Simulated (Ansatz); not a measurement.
Molecule: sum formula Si₃N₂H₉ (charge -1, singlet). It need not be the lowest isomer of its formula. Whether it binds its extra electron was not tested at this geometry. 
Structure (B3LYP-D3(BJ)/def2-TZVP (Ansatz, a first-principles code) minimum search):
SMILES: N([SiH2][N-][SiH3])[SiH3]
```xyz
14

Si    -0.1392    -0.6028    -0.3688
N     -1.2995     0.0971     0.5381
Si    -2.8873     0.4289     0.7936
N      1.3161     0.4179    -0.4612
Si     2.9454    -0.0593    -0.4287
H      0.4493    -1.9060     0.1225
H     -0.5075    -0.9162    -1.7977
H     -3.5991    -0.4713     1.7771
H     -3.8084     0.3913    -0.4072
H     -3.1432     1.8020     1.3656
H      1.1092     1.3807    -0.2339
H      3.4537    -0.6073     0.8674
H      3.2336    -1.1164    -1.4371
H      3.8316     1.1024    -0.7414
```
Charge -1, spin multiplicity 1.

Basis-set convergence of Hartree-Fock and MP2 correlation energies (hartree) with Ansatz. Valence correlation only, unless marked. Spin-orbit coupling is left out. Non-relativistic. This anion needs diffuse functions, which these sets lack.

```tsv
basis	functions	E(HF)	E(corr, MP2)
cc-pV(D+d)Z	142	-981.05110	-0.65360
cc-pV(T+d)Z	303	-981.14240	-0.81460
cc-pV(Q+d)Z	572	…	…
```

Task: Fill in the missing entries.

Result: 
- cc-pV(Q+d)Z, E(HF): -981.16364
- cc-pV(Q+d)Z, E(corr, MP2): -0.87426
